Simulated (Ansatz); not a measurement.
Born–Oppenheimer molecular dynamics of AlClFH₃O (7 atoms, charge 0, multiplicity 1). It starts at the highest image of a converged band, a first-order saddle point between two minima.

Computed with RKS B3LYP/def2-SVP in Ansatz 0.2.0.

```
ensemble                      : NVE (velocity Verlet)
time step                     : 0.5 fs
steps asked                   : 200
starting velocities drawn for : 100 K
seed                          : 10532
```

First frame:

```xyz
7
Properties=species:S:1:pos:R:3
Al 0.082 -0.264 -0.023
H 0.043 0.061 1.631
Cl 1.839 0.334 -0.998
O -1.366 -0.257 -0.897
H -2.261 -0.452 -0.612
F 0.381 -1.936 0.900
H 0.266 -1.161 1.615
```

Problem. How far do the bonds stretch over the last three quarters of this one trajectory? (Pairs bonded in most of those frames.)

Solution. 
```tsv
bond	mean (Å)	spread (Å)	shortest	longest
Al1–H2	1.588	0.021	1.55	1.64
Al1–Cl3	2.117	0.017	2.09	2.14
Al1–O4	1.701	0.014	1.68	1.73
O4–H5	0.960	0.005	0.95	0.97
F6–H7	0.939	0.007	0.93	0.96
```

Pairs bonded in part of these frames only: Al1–F6 46 %.

Mean temperature of the second half: 104 K. The conserved energy stayed within 0.021 meV per atom of its start (net change 0.014 meV per atom), so the integration is sound. A run of 0.1 ps of so small a system gives no equilibrium averages. The orbitals stay closed-shell, which can raise the energy where a bond breaks towards radicals; this wasn't checked here.

Run time: 8.1 min on 1 thread of Arm Neoverse V2 (shared host), peak memory 0.15 GiB.
